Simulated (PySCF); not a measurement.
C3H9Al, charge +1, multiplicity 2. Atoms are numbered in the order given.

```xyz
13

Al    -0.2180     0.0238    -0.1504
C     -1.2797    -1.5835    -0.0881
H     -0.7630    -2.4205    -0.5877
H     -2.2343    -1.4019    -0.6127
H     -1.5019    -1.8900     0.9473
C      0.0160     1.8290    -0.8226
H      0.9152     1.9091    -1.4547
H      0.0918     2.5623    -0.0039
H     -0.8773     2.0566    -1.4328
C      1.5992    -0.2749     1.1366
H      2.2428     0.5885     0.9397
H      1.8954    -1.2450     0.7149
H      1.0525    -0.2923     2.0902
```
Charge +1, spin multiplicity 2.

Geometry optimised at B3LYP-D3(BJ)/def2-SVP. The multiplicity is an assumed one; no other spin state was optimised. The isomer is the one that the SMILES or the coordinates give; other isomers of the formula were not compared.

Level of theory: ωB97X/def2-TZVP (PySCF).

Isolated molecule, no solvent.

* **total energy**: -361.86866 hartree
* **α spin, highest occupied and lowest empty level**: -15.66 and -3.86 eV
* **β spin, highest occupied and lowest empty level**: -15.35 and -7.56 eV
* **dipole moment about the centre of nuclear charge**: 1.79 D
* **mean static polarisability**: 63.2 bohr³ (9.36 Å³)
* **polarisability, principal values**: 47.1, 65.6, 76.9 bohr³
* **⟨S²⟩**: 0.756 (pure state 0.75)
